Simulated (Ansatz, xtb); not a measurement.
Isomers of C4H11GeN in order of energy

5 gas-phase structures of C4H11GeN, from a drawn sample of its isomers (lower ones may exist). Each was relaxed with GFN2-xTB; where two conformers were screened, the lower at r2SCAN-D4/def2-SVP is listed:

A. `N[C@@H]1CC[C@H]1[GeH3]`, a singlet
B. `N[C@@H]1CC[C@@H]1[GeH3]`, a singlet
C. `N[C]1([GeH3])CCC1`, a singlet
D. `N[C@H]1C[C@H]([GeH3])C1`, a singlet
E. `N[C@H]1C[C@@H]([GeH3])C1`, a singlet

**Question.** Make a reasoned guess at their ranking by r2SCAN-D4/def2-SVP single-point energy.

**Answer.** Calculated order at r2SCAN-D4/def2-SVP: A (0.000), D (0.034), B (0.035), C (0.064), E (0.082) eV. Less than 1 kcal/mol parts A and D; D and B; B and C; C and E, so the order within those pairs means little.

Energies above the lowest of each column, in eV; the last columns are at B3LYP-D3(BJ)/def2-SVP geometries:

```
structure  GFN2-xTB  HF/STO-3G  r2SCAN-D4/def2-SVP  B3LYP-D3(BJ)/def2-SVP  CCSD(T)/def2-SVP + ΔMP2/def2-TZVPP
        A     0.151      0.000               0.000                  0.025                               0.000
        D     0.177      0.048               0.034                  0.063                               0.037
        B     0.000      0.088               0.035                  0.000                               0.000
        C     0.203      0.310               0.064                  0.099                               0.108
        E     0.179      0.086               0.082                  0.044                               0.015
```

CCSD(T)/def2-SVP + ΔMP2/def2-TZVPP has A and B and D and E within 1 kcal/mol of each other at the bottom, and every level picks one of them. CCSD(T)/def2-SVP + ΔMP2/def2-TZVPP orders those it was run on as B (0.000), A (0.000), E (0.015), D (0.037), C (0.108) eV. Less than 1 kcal/mol parts B and A; A and E; E and D, so the order within those pairs means little. Flexible structures stand in one conformer each, not always the lowest. ΔMP2 is the change of the MP2 energy from the smaller to the larger basis.

Over these structures GFN2-xTB departs from r2SCAN-D4/def2-SVP by 0.054 eV on average once a common shift is removed. A GFN2-xTB relaxation took about 0.39 s and the r2SCAN-D4/def2-SVP energy about 6.3 s on a shared host (Ansatz 0.2.0, xtb 6.7.1).
